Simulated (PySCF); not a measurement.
## Simulated absorption spectrum

C₅H₁₀Si.
SMILES with atom numbers: `[CH:1]#[C:2][CH2:3][C@@H:4]([CH3:5])[SiH3:6]` (hydrogens: H7 on C1; H8, H9 on C3; H10 on C4; H11, H12, H13 on C5; H14, H15, H16 on Si6)

Computed, not measured: TDDFT PBE0/def2-SVPD, vertical, gas phase, core orbitals frozen in the response (PySCF 2.14.0, density-fitted response routines). Geometry: GFN2-xTB, one conformer, isolated molecule. Torsions of this conformer, `[CH:1]#[C:2][CH2:3][C@@H:4]([CH3:5])[SiH3:6]`: C2–C3–C4–C5 64°.

Computed states:

```tsv
state	E (eV)	f
S1	6.65	0.0012
S2	6.89	0.025
S3	6.95	0.0019
S4	7.27	0.020
S5	7.35	0.012
S6	7.73	0.035
S7	7.97	0.021
S8	8.00	0.091
```

Broadening: Gaussians 0.4 eV wide at half height, area fixed by f = 4.319×10⁻⁹ ∫ε dν̃. The cross-section is σ = 3.8235×10⁻²¹ ε cm², given in Mb (10⁻¹⁸ cm²). The width is an assumption, not a result. The curve ends short of the highest state used, and states not computed would add to its high-energy end.

Q: Give the broadened spectrum and its maxima.

A: 
```csv
E (eV),σ (Mb)
6.05,0.00
6.08,0.00
6.10,0.00
6.13,0.00
6.15,0.00
6.17,0.01
6.20,0.01
6.22,0.01
6.25,0.02
6.27,0.03
6.30,0.05
6.32,0.07
6.35,0.10
6.37,0.13
6.39,0.17
6.42,0.26
6.44,0.33
6.47,0.47
6.49,0.59
6.52,0.82
6.54,1.01
6.57,1.37
6.59,1.65
6.61,1.97
6.64,2.52
6.66,2.94
6.69,3.61
6.71,4.09
6.74,4.81
6.76,5.29
6.79,5.97
6.81,6.37
6.83,6.73
6.86,7.16
6.88,7.37
6.91,7.56
6.93,7.61
6.96,7.61
6.98,7.57
7.01,7.49
7.03,7.45
7.06,7.42
7.08,7.45
7.10,7.51
7.13,7.69
7.15,7.85
7.18,8.14
7.20,8.34
7.23,8.62
7.25,8.77
7.28,8.93
7.30,8.97
7.32,8.96
7.35,8.86
7.37,8.75
7.40,8.56
```

Maxima: 179 nm (6.94 eV), ε about 2000, made up of S2 (80%) and S4 (11%) (hardly more than a shoulder); 170 nm (7.31 eV), ε about 2300, made up of S4 (58%) and S5 (33%) (ε in L mol⁻¹ cm⁻¹; maxima over ε = 5, shares over 10%).

Q: What would ε be at 7.31 eV, the highest of these maxima, with half the width (0.2 eV)?

A: About 3950 L mol⁻¹ cm⁻¹ against 2350, a factor of about 1.7; a lone state at its own centre would give exactly 2.

Q: Coming from long wavelengths, where does ε first pass 100 L mol⁻¹ cm⁻¹?

A: At about 192 nm (6.45 eV), 0.20 eV below S1.

Q: On this curve, what absorbance would a 10⁻³ mol/L sample give at 193 nm over a 1 cm path?

A: 193 nm is 6.424 eV, where ε is about 70 L mol⁻¹ cm⁻¹, so A = ε c l ≈ 0.07 (Beer–Lambert, with the gas-phase spectrum and the assumed width).
